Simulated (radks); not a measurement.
These are the eigenvalues of the occupied orbitals of an atom or ion with whole-number occupations (Ry). Calculated with a radial shooting solver on a logarithmic mesh with Libxc functionals: non-relativistic Kohn-Sham, LB94 model potential, spin-polarised, spherical densities, point nucleus.

| orbital | eigenvalue |
|---|---|
| 1s up | -4293.213 |
| 1s down | -4293.212 |
| 2s up | -788.2377 |
| 2s down | -788.2067 |
| 2p up | -758.9478 |
| 2p down | -758.8930 |
| 3s up | -256.9978 |
| 3s down | -256.9857 |
| 3p up | -243.6747 |
| 3p down | -243.6542 |
| 3d up | -219.1367 |
| 3d down | -219.1159 |
| 4s up | -119.9413 |
| 4s down | -119.8193 |
| 4p up | -114.2707 |
| 4p down | -114.1570 |

Which element is it, and in what charge state? The configuration may be excited. Open shells, if any, are filled with parallel spins first.

Answer. Z = 70, ytterbium, charge +35: Yb35+ in [Ar] 3d10 4s2 4p5. The list shows which subshells hold electrons but not how many an open one holds; the 1s level, -2146.6 hartree, gives Z - s = 65.5 by -(Z - s)^2/2, which with screening narrows Z to a few neighbours, and the depths of the outer levels then fix element, charge and occupations together.
